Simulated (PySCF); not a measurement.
**Working out the ionisation energy of Te⁺**

Te⁺ [Kr] 4d10 5s2 5p3 (4S) → Te²⁺ [Kr] 4d10 5s2 5p2 (3P). Calculation: PySCF 2.14, in def2-TZVPPD with the def2 core potential (28 electrons); a scalar-relativistic core potential. Frozen: 4s2 4p6 4d10. Energies in hartree (1 hartree = 27.21139 eV):

```
            part  Te⁺ (lower)  Te²⁺ (upper)
             UHF  -266.721772   -266.047076
CCSD correlation    -0.076031     -0.061244
             (T)    -0.002202     -0.001272
```

Q: What does Hartree-Fock give?

A: (-266.047076) − (-266.721772) = 0.674696 hartree = 18.359 eV.

Q: What do CCSD and CCSD(T) give?

A: The CCSD correlation energies differ by 0.014787 hartree = 0.402 eV and the triples by 0.000930 hartree = 0.025 eV, so CCSD gives 18.761 eV and CCSD(T) 18.786 eV.

Reference: 18.6 ± 0.4 eV (measured; NIST Atomic Spectra Database, ionization energies), between the lowest levels; spin-orbit coupling is absent from the calculation.

What remains against the reference includes basis incompleteness, the frozen core and higher excitations.
